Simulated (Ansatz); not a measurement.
Calculated with Ansatz (gas phase, PBE0-D4/def2-TZVP geometries, no zero-point term in ΔE). CCSD(T)/CBS adds triple-zeta CCSD(T) − MP2 to the extrapolated MP2 energy (def2 sets, frozen cores). This one scheme is used for every species. DFT in def2-TZVPP. HSE06 is defined as in plane-wave codes. def2 core potentials past Kr. For Br, In outer-core shells are correlated without core-valence functions, which leaves a few kJ/mol of doubt a bond. Scalar relativity is left out up to krypton. Each species was taken in one conformer, which may not be the lowest.

Consider the ligand exchange at the In–O bond: `C[O][In]([CH3])[OH]` + HBr → `[CH3][In]([OH])[Br]` + CH₃OH.

```tsv
level	ΔE (kJ/mol)
HSE06-D4	-127.7
HF/def2-QZVPP	-141.6
```

What does CCSD(T)/CBS give? (An estimate is asked.)

Ansatz gave: -118.3 kJ/mol. The listed levels differ from it by -9.4, -23.3 kJ/mol.

Largest T1 diagnostic among the species: 0.015.

From PBE to PBE0 (25 % exact exchange), in def2-TZVPP and without D4, ΔE moves by −10.2 kJ/mol. In def2-TZVPP, CCSD(T) changes the Hartree–Fock value by +27.4 kJ/mol (the triples alone add +3.6 kJ/mol) and MP2 by +24.6 kJ/mol. At CCSD(T), def2-SVP lies +5.8 kJ/mol from the extrapolated value and def2-TZVPP +2.6 kJ/mol.

CCSD(T)/CBS has its own doubt, a few kJ/mol and more with outer-core shells, so smaller differences from it don't rank the levels.
